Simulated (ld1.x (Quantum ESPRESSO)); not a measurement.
**Reading a pseudo-wave (F (Z = 9))**

Columns: radius, all-electron u(r) and pseudo u(r) of the 2s shell (level -29.82 eV) of fluorine in the configuration [He] 2s2 2p5; PBE, non-relativistic, TM semilocal scheme, ld1.x (Quantum ESPRESSO) 7.5.

| r (bohr) | all-electron | pseudo |
| --- | --- | --- |
| 0.078 | 0.4460 | -0.0880 |
| 0.155 | 0.3361 | -0.1833 |
| 0.232 | 0.0486 | -0.2954 |
| 0.310 | -0.2633 | -0.4319 |
| 0.388 | -0.5320 | -0.5885 |
| 0.465 | -0.7362 | -0.7457 |
| 0.542 | -0.8792 | -0.8788 |
| 0.620 | -0.9692 | -0.9690 |
| 0.698 | -1.0143 | -1.0143 |
| 0.775 | -1.0249 | -1.0249 |
| 0.852 | -1.0106 | -1.0106 |
| 0.930 | -0.9782 | -0.9782 |
| 1.008 | -0.9336 | -0.9336 |
| 1.085 | -0.8822 | -0.8822 |
| 1.162 | -0.8267 | -0.8267 |
| 1.240 | -0.7688 | -0.7688 |
| 1.318 | -0.7109 | -0.7109 |
| 1.395 | -0.6551 | -0.6551 |
| 1.472 | -0.6014 | -0.6014 |
| 1.550 | -0.5498 | -0.5498 |
| 1.628 | -0.5013 | -0.5013 |
| 1.705 | -0.4565 | -0.4565 |
| 1.782 | -0.4150 | -0.4150 |
| 1.860 | -0.3761 | -0.3761 |
| 1.938 | -0.3404 | -0.3404 |
| 2.015 | -0.3081 | -0.3081 |

Q: How many radial nodes do the two functions have?

A: The all-electron 2s function has n − l − 1 = 1; the pseudo-wave has 0, since the states of the same l below it are removed with the core.

Q: At about which radius was the pseudo-wave matched?

A: 0.70 bohr. The columns agree to 0.0005 from 0.54 bohr on; several derivatives are matched, so the curves merge somewhat inside the radius.

Q: Where does each function peak?

A: Outermost all-electron maximum near 0.78 bohr, pseudo maximum near 0.78 bohr (to the table’s step).

Q: Is the pseudo-wave norm-conserving?

A: Yes: the TM semilocal scheme keeps the norm inside the radius equal to the all-electron one, which fixes the energy derivative of the logarithmic derivative at the level.
